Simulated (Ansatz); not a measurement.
C$_{5}$H$_{15}$NSi (SMILES CN(C)[Si](C)(C)C), singlet, geometry from GFN2-xTB. Base run: HF/STO-3G (Ansatz, a program for electronic structure).

Ansatz was given this input:
Ansatz 0.2 input:
```yaml
crystal:
  periodic: [false, false, false]
  atoms:
    - {symbol: C, position_ang: [1.71185036, -1.03445375, 1.02410857]}
    - {symbol: N, position_ang: [1.12922745, -0.05576443, 0.13877023]}
    - {symbol: C, position_ang: [2.01881467, 0.27415239, -0.94792001]}
    - {symbol: Si, position_ang: [-0.58941697, 0.11968601, -0.01232646]}
    - {symbol: C, position_ang: [-1.43917511, -1.24895256, -1.05280543]}
    - {symbol: C, position_ang: [-1.32501735, 0.09523208, 1.74444474]}
    - {symbol: C, position_ang: [-0.92379892, 1.80564883, -0.83309989]}
    - {symbol: H, position_ang: [1.04073349, -1.22585586, 1.85504434]}
    - {symbol: H, position_ang: [1.91244050, -1.98300966, 0.50959618]}
    - {symbol: H, position_ang: [2.66026108, -0.65744338, 1.41824843]}
    - {symbol: H, position_ang: [2.23719875, -0.59854696, -1.57674586]}
    - {symbol: H, position_ang: [1.57353050, 1.04548775, -1.56779954]}
    - {symbol: H, position_ang: [2.96644594, 0.64783987, -0.54877267]}
    - {symbol: H, position_ang: [-1.27541437, -2.23241381, -0.62001725]}
    - {symbol: H, position_ang: [-2.51242855, -1.09851393, -1.12003853]}
    - {symbol: H, position_ang: [-1.05011444, -1.27194755, -2.06740991]}
    - {symbol: H, position_ang: [-0.74986589, 0.70976158, 2.42908742]}
    - {symbol: H, position_ang: [-1.36597019, -0.90976445, 2.15185176]}
    - {symbol: H, position_ang: [-2.34016657, 0.47779620, 1.73381172]}
    - {symbol: H, position_ang: [-1.96158196, 2.09172370, -0.69832661]}
    - {symbol: H, position_ang: [-0.73503580, 1.77994433, -1.90145535]}
    - {symbol: H, position_ang: [-0.30882891, 2.58992704, -0.40426318]}
basis:
  gaussian:
    orbitals: STO-3G
hamiltonian:
  xc: hf
```

The base run was repeated with changes; each row names its change, and settings that it needs were set with it.

```json
[
 {"change": "base", "ΔE vs base (mEh)": "0.000"},
 {"change": "point_charge = charge:-1.0 position_ang:1.3042, -5.849, 1.1032", "ΔE vs base (mEh)": "-2.442"},
 {"change": "point_charge = charge:0.5 position_ang:-3.5385, 2.466, -4.229", "ΔE vs base (mEh)": "-0.195"},
 {"change": "lower_state_search = full", "ΔE vs base (mEh)": "0.000"},
 {"change": "fitting.mean_field = def2-universal-JKFIT", "ΔE vs base (mEh)": "[?]"},
 {"change": "lower_state_search = light", "ΔE vs base (mEh)": "0.000"},
 {"change": "forces = on", "ΔE vs base (mEh)": "0.000"},
 {"change": "lower_state_search = off", "ΔE vs base (mEh)": "0.000"},
 {"change": "accuracy = high", "ΔE vs base (mEh)": "-0.049"},
 {"change": "fitting.mean_field = cc-pVTZ-JKFIT", "ΔE vs base (mEh)": "-0.087"},
 {"change": "nuclear_model = gaussian", "ΔE vs base (mEh)": "[?]"}
]
```

Question: Some entries are withheld; supply them.

Answer: 
- fitting.mean_field = def2-universal-JKFIT, ΔE vs base (mEh): -1.064
- nuclear_model = gaussian, ΔE vs base (mEh): 0.127
